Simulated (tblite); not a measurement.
Isomers of [C3H7NSSi]+ (charge +1 and doublet state). Method: GFN2-xTB as coded in tblite; computed harmonic values from a numerical Hessian at the method's own geometry, unscaled. Errors from tens to a few hundred cm⁻¹ against measured bands are possible. Modes of hydrogen on silicon and sulfur can be 10 to 20 % off. One conformer each. Open shells enter through the occupations alone, without spin polarisation, and single modes of such species can be off by tens of per cent.

Electronic energies: GFN2-xTB at the same geometries; isomer energies are rough at this level and their order can be wrong.

| SMILES | electronic energy, lowest = 0 (kJ/mol) |
| --- | --- |
| CC[Si@H]([SH+])C#N | 144.0 |
| [H]/N=C\C=C/[S+][SiH3] | 66.5 |
| C=C/C=N/[SiH2][SH+] | 0.0 |

How do GFN2-xTB zero-point energies change the relative energies?

```csv
SMILES,ZPE (kJ/mol),of it from modes above 1550 cm⁻¹,electronic (kJ/mol),"with ZPE, lowest = 0 (kJ/mol)",lowest mode (cm⁻¹),rings
C=C/C=N/[SiH2][SH+],223.8,135.5,0.0,0.0,50,0
[H]/N=C\C=C/[S+][SiH3],225.0,126.8,66.5,67.7,34,0
CC[Si@H]([SH+])C#N,231.6,131.9,144.0,151.8,57,0
```

The zero-point energies span 7.8 kJ/mol, from `C=C/C=N/[SiH2][SH+]` to `CC[Si@H]([SH+])C#N`. The order is unchanged.

What do entropy and thermal enthalpy add at 298.15 K and 1 bar (rigid rotor, harmonic oscillator, one conformer each)?

| SMILES | point group | symmetry number | S (J/(mol K)) | H − H(0) (kJ/mol) | ZPE + H − H(0) − TS (kJ/mol) |
| --- | --- | --- | --- | --- | --- |
| C=C/C=N/[SiH2][SH+] | C1 | 1 | 411.0 | 27.48 | 128.7 |
| [H]/N=C\C=C/[S+][SiH3] | C1 | 1 | 404.6 | 26.34 | 130.7 |
| CC[Si@H]([SH+])C#N | C1 | 1 | 409.3 | 27.88 | 137.4 |

S holds R ln(2S + 1) for the spin.
